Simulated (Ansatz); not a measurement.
Molecule: CH3BBrO (charge 0, doublet). It need not be the lowest isomer of its formula. 
Structure (B3LYP-D3(BJ)/def2-TZVP (Ansatz, an electronic-structure program) minimum search):
```xyz
7

C     -2.1665    -0.5549    -0.8171
O     -1.2953    -1.3569     0.0025
B     -0.1003    -1.0634     0.4593
Br     0.8864     0.5890     0.1609
H     -2.3630    -1.1088    -1.7326
H     -3.0946    -0.4076    -0.2689
H     -1.7036     0.4039    -1.0450
```
Charge 0, spin multiplicity 2.

Computed values are from Ansatz. Cores are frozen in the correlated levels unless marked. Open shells are spin-unrestricted. No spin-orbit coupling. The frozen core is the preceding noble-gas configuration, with the filled d and f shells of earlier blocks. No relativistic terms. CBS marks a two-point X^-3 extrapolation of the correlation energy; Hartree-Fock from the larger set.

Q: What is the atomisation energy De at CCSD(T)/CBS(cc-pVTZ,cc-pVQZ)?

A: 2537.7 kJ/mol.

Q: What is the T1 diagnostic at CCSD/cc-pVQZ?

A: 0.015.

Q: What is the total energy at CCSD(T)/CBS(cc-pVTZ,cc-pVQZ)?

A: -2712.4958 Eh.

Q: What is the dipole moment at CCSD(T)/aug-cc-pVDZ?

A: 2.58 D.
